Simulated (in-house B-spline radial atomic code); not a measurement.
## RPA and G0W0 on r2SCAN: Zn7+

Configuration [Ar] 3d5, highest spin, mean-field start r2SCAN. Computed with an all-electron radial atomic-structure program (B-spline basis): all electrons, non-relativistic, point nucleus, each spin shell either full or empty, empty states to l = 9 with an (l + 1/2)⁻⁴ tail; G0W0 by contour deformation at full frequency.

Command:
```bash
python run_gw.py task.json out
```
Settings (radii: box in bohr, nucleus in fm):
```
Z                        30
electrons                23
configuration            [Ar] 3d5
hamiltonian              nr
method                   r2scan
lmax                     9
spin_polarised           True
box_radius               8.41
intervals                49
```

Run time, properties included: 1.2 s on 1 thread of Arm Neoverse V2, with other jobs on the host.

Energies (hartree):

```
                                     term        value
                         mean-field total  -1762.61650
Hartree-Fock functional on these orbitals  -1761.58610
                      direct second order      -1.7441
                    second-order exchange      0.56882
                         SOSEX correction      0.53273
```

What is the RPA correlation energy, and what remains with SOSEX?

RPA gives -1.5728 hartree (-1.86 eV per electron); RPA + SOSEX gives -1.0401, and the second-order doubles -1.1752 hartree (no singles). RPA lacks exchange-type terms and so overcorrelates at short range.

Quasi-particle levels (eV):

```csv
level,occupied,mean field,Σx - vxc,Σc,QP weight,G0W0
3d up,yes,-160.16,-16.12,?,?,?
3p down,yes,-226.47,-13.76,0.20,0.965,-240.02
3d down,no,-148.79,17.91,-5.56,0.970,-136.44
```

G0W0 = mean field + (Σx - vxc) + Σc, with Σc (partial-wave tail included) taken at the quasi-particle energy. Only the outer levels were computed. Levels of low weight are left out.

Where does G0W0 put 3d up?

At -174.63 eV, with Σc = 1.66 eV and a quasi-particle weight of 0.968. The tabulated removal energy is 173.9 ± 1.7 eV (NIST, semi-empirical); the calculation leaves out relativity, Breit and QED terms, and what these don't explain is the method's own error.
